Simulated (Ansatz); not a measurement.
# Energy differences in RuO (charge +1)

Program: Ansatz, Gaussian basis, development build. Basis cc-pwCVTZ-PP on Ru, cc-pVTZ on O, scalar-relativistic core potentials (28 electrons on Ru), no spin–orbit coupling, 1 orbital frozen in the corrections; active space CAS(13,10). Restricted Hartree–Fock, then the lowest state-specific CASSCF solution met for each case. Coupled cluster stands on the determinant that it favours, not always the lowest RHF. Single-reference values can break down or jump between states where bonds are stretched. Solutions in different active orbitals can move differences by tenths of an eV and at times more than 1 eV.

Case A, sextet: bond length 1.7160 Å.

Case B, quartet: the shape of A.

Energy less that of case A, in eV:

```tsv
case	RHF/ROHF	CASSCF	CCSD(T)
B	+0.610	-0.662	-0.232
```

(1) What does SC-NEVPT2 give for these differences?

(2) Which case is lowest, and do the methods agree?

Results:

(1) B: -0.388 eV (-8.9 kcal/mol).

(2) B is lowest in SC-NEVPT2. RHF/ROHF puts A lowest.
